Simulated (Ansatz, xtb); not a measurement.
**Two isomers of C4H9NOS**

We compare X, `C[C@H](S)CC(N)=O`, a singlet, with Y, `NC(=O)CCCS`, a singlet. Both are isolated molecules in the gas phase, relaxed with B3LYP/def2-SVP; each stands in its lowest conformer found.

X (Å):

```xyz
16

C     0.0412    1.3463    0.5259
C    -0.0250   -0.1500    0.8422
C    -0.0430   -0.4673    2.3443
C    -1.2718    0.0142    3.1210
N    -1.2619   -0.3190    4.4440
O    -2.1890    0.6482    2.6254
S    -1.3745   -1.0171   -0.0807
H    -0.8611    1.8613    0.8834
H     0.1314    1.5073   -0.5582
H     0.9181    1.8054    1.0162
H     0.8770   -0.6331    0.4317
H    -2.3852   -0.3484    0.5211
H     0.8484   -0.0169    2.8210
H     0.0446   -1.5574    2.4893
H    -2.0548   -0.0462    5.0128
H    -0.5264   -0.8730    4.8618
```

Y (Å):

| atom | x (Å) | y (Å) | z (Å) |
| --- | --- | --- | --- |
| C | -1.0334 | 0.9542 | 0.6983 |
| C | 0.1497 | 0.4915 | 1.5511 |
| C | -0.1561 | 0.4882 | 3.0479 |
| C | -1.1623 | -0.5747 | 3.4973 |
| N | -0.8895 | 0.7428 | -0.6423 |
| O | -2.0211 | 1.4911 | 1.1696 |
| S | -0.6757 | -2.3204 | 3.1725 |
| H | -1.6397 | 1.0311 | -1.2592 |
| H | -0.0941 | 0.2555 | -1.0318 |
| H | 0.9931 | 1.1730 | 1.3405 |
| H | 0.4691 | -0.5131 | 1.2249 |
| H | -0.5686 | 1.4722 | 3.3258 |
| H | 0.7864 | 0.3625 | 3.6079 |
| H | -2.1118 | -0.4459 | 2.9568 |
| H | -1.3851 | -0.4651 | 4.5691 |
| H | 0.3987 | -2.3443 | 3.9969 |

Quicker runs give these differences E(Y) − E(X): GFN2-xTB +8.08 kJ/mol; HF/STO-3G −3.86 kJ/mol (at GFN2-xTB geometries); r2SCAN-D4/def2-SVP +3.32 kJ/mol (at GFN2-xTB geometries).

Task: Which of the two would you expect CCSD(T)/def2-SVP + ΔMP2/def2-TZVPP electronic energies to favour?

Result: Too close to call at this level: CCSD(T)/def2-SVP + ΔMP2/def2-TZVPP gives E(Y) − E(X) = +1.21 kJ/mol.

How the difference moves with the method:

```csv
level,geometry,E(Y) − E(X) (kJ/mol),departure from the last row (kJ/mol),"job, with rough time for the two"
GFN2-xTB,GFN2-xTB,+8.08,+6.87,"optimisation, 0.19 s"
HF/STO-3G,GFN2-xTB,−3.86,−5.07,"single point, 0.44 s"
r2SCAN-D4/def2-SVP,GFN2-xTB,+3.32,+2.11,"single point, 4.2 s"
B3LYP/def2-SVP,B3LYP/def2-SVP,−1.07,−2.28,"optimisation, 82 s"
HF/def2-SVP,B3LYP/def2-SVP,−3.74,−4.95,part of the CCSD(T) run
MP2/def2-SVP,B3LYP/def2-SVP,+6.92,+5.70,part of the CCSD(T) run
CCSD(T)/def2-SVP,B3LYP/def2-SVP,+5.39,+4.18,single point
CCSD(T)/def2-SVP + ΔMP2/def2-TZVPP,B3LYP/def2-SVP,+1.21,,"single point, 85 s"
```

As drawn, both hold the same kinds of bond in the same numbers. Structure X has 1 methyl group, Y 0.

The largest departure from CCSD(T)/def2-SVP + ΔMP2/def2-TZVPP is that of GFN2-xTB, 6.87 kJ/mol. The last row adds to CCSD(T) the change of the MP2 difference between the two basis sets, here −4.18 kJ/mol.

With thermal terms from frequencies at re-optimised GFN2-xTB minima (ideal gas, soft modes damped towards free rotors, one conformer each, 298.15 K, 1 atm): the zero-point term adds −0.55 kJ/mol; ΔH is +1.10 and ΔG −1.58 kJ/mol.

The correlated steps freeze 11 core orbitals. Mirror images aren't counted in ΔG. Codes used: Ansatz 0.2.0, xtb 6.7.1; the last row on 4 threads of Arm Neoverse V1 on a shared host.
